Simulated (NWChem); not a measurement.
Species: C3H6F2; SMILES CC(C)(F)F

Results from NWChem. Pople sets run with spherical d functions. Structure relaxed at the PBE0/def2-SVP level.

**Question.** Estimate the computed values for RPBE/6-31G*. Quantities: highest occupied level (eV); orbital gap (eV); dipole (D).

**Answer.** 
```yaml
highest occupied level (eV): -7.14
orbital gap (eV): 9.15
dipole (D): 1.78
```
